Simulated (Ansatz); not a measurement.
Reaction (hydrogenolysis of a Ge–F bond): `[OH][GeH2][GeH2][F]` + H₂ → `[OH][GeH2][GeH3]` + H–F

Gas-phase electronic energies from Ansatz, PBE0-D4/def2-TZVP geometries. CCSD(T)/CBS is the MP2 limit (def2-TZVPP, def2-QZVPP) plus CCSD(T) − MP2 in def2-TZVPP, frozen cores. This one scheme is used for every species. DFT in def2-TZVPP. For Ge outer-core shells are correlated without core-valence functions, which leaves a few kJ/mol of doubt a bond. Scalar relativity is left out up to krypton. One conformer a species, not always the lowest.

```
  level  ΔE (eV)
ωB97X-V     0.35
 r2SCAN     0.35
```

Question: What does CCSD(T)/CBS give? (Estimate.)

Answer: Ansatz gave: +0.23 eV. The listed levels differ from it by 0.12, 0.12 eV.

Largest T1 diagnostic among the species: 0.012.

From PBE to PBE0 (25 % exact exchange), in def2-TZVPP and without D4, ΔE moves by −0.06 eV. In def2-TZVPP, CCSD(T) changes the Hartree–Fock value by −0.07 eV (the triples alone add +0.02 eV) and MP2 by −0.04 eV.
